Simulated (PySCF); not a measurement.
A structure optimised at PBE0-D3(BJ)/def2-TZVP, used in a PySCF frequency run:

```
Ca
F 1 1.9952
F 1 1.9952 2 144.53
```
Charge 0, spin multiplicity 1.

Task: Write its SMILES, formula and point group.

Result: [F][Ca][F], CaF2, C2v

Task: What are its rotational constants (standard atomic weights)?

Result: 70.145, 3.6828, 3.4991 GHz
